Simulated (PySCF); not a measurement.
C₂H₈F₂Si₂, SMILES CC([SiH2]F)[SiH2]F.

The structure is a stationary point at B3LYP-D3(BJ)/def2-SVP. This is a generated structure with no PubChem entry under its InChIKey; it may be hypothetical. One conformer was computed; it need not be the lowest.

The numbers are results of HF/def2-TZVP (PySCF), not measurements.

Gas-phase values at a fixed geometry.

Q: Estimate the frontier levels, gap, dipole moment and polarisability. (The exact figures need the calculation; the answer reports its results.)

A: 
| Item | Result |
|---|---|
| highest occupied level | -11.59 eV |
| lowest empty level | 2.91 eV |
| orbital gap | 14.50 eV |
| dipole moment | 3.07 D |
| quadrupole, principal values (traceless, Buckingham form, about the centre of nuclear charge) | -3.89, -1.42, 5.31 D·Å |
| mean static polarisability | 66.4 bohr³ (9.84 Å³) |
| polarisability, principal values | 59.3, 66.9, 73.2 bohr³ |
